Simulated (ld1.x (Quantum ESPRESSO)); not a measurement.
**What one change does to a pseudopotential (Rh, TM)**

ld1.x (Quantum ESPRESSO) 7.5 input, shortened:

```
&input
   title='Rh', zed=45., rel=1, dft='PBE', iswitch=3,
   config='[Kr] 4d9 5s0 5p0'
 /
 &inputp
   pseudotype=2, tm=.true., lloc=1,
   nlcc=.false.
 /
3
4S  1  0   2.00   0.00  1.15  1.15  0.0
4D  3  2   9.00   0.00  1.50  1.50  0.0
4P  2  1   6.00   0.00  1.70  1.70  0.0
 &test
   configts(1)='4s2 4p6 4d9 5s0 5p0'
 /
```

Change: reference 4s2 4p6 4d8 5s1 5p0.

Cutoffs: the cutoffs (Ry, on a coarse ladder) from which the occupation-weighted sum of valence levels, in a spherical-Bessel basis at the reference potential, stays within 10 and 1 mRy of its value at 400 Ry; they do not see the model core or the augmentation charge, which bear on the density cutoff. Errors are all-electron minus pseudo energies relative to the spin-unpolarised reference configuration.

Task: What does the change do?

Result: The potential gets neither clearly harder nor softer (110 Ry and 200 Ry → 110 Ry and 200 Ry); the miss of the reference levels goes from 0.00 to 0.21 eV; neither file shows a bound ghost.

```tsv
quantity	base	changed
cutoff, loose	110 Ry	110 Ry
cutoff, tight	200 Ry	200 Ry
bound ghosts	none	none
largest miss of a reference level, eV	0.00	0.21
largest error over its own tests, meV	+338	-542
s: phases at 1.84 bohr within 0.05 rad from the reference energy up to (Ry; the scan ends near 5)	0.3	0.1
p: phases at 1.84 bohr within 0.05 rad from the reference energy up to (Ry; the scan ends near 5)	1.2	1.0
d: phases at 1.84 bohr within 0.05 rad from the reference energy up to (Ry; the scan ends near 5)	4.2	4.0
```

Changed file: The 5s level has no wave, so the channel is fitted at the deeper level alone: the likely source of the large errors.
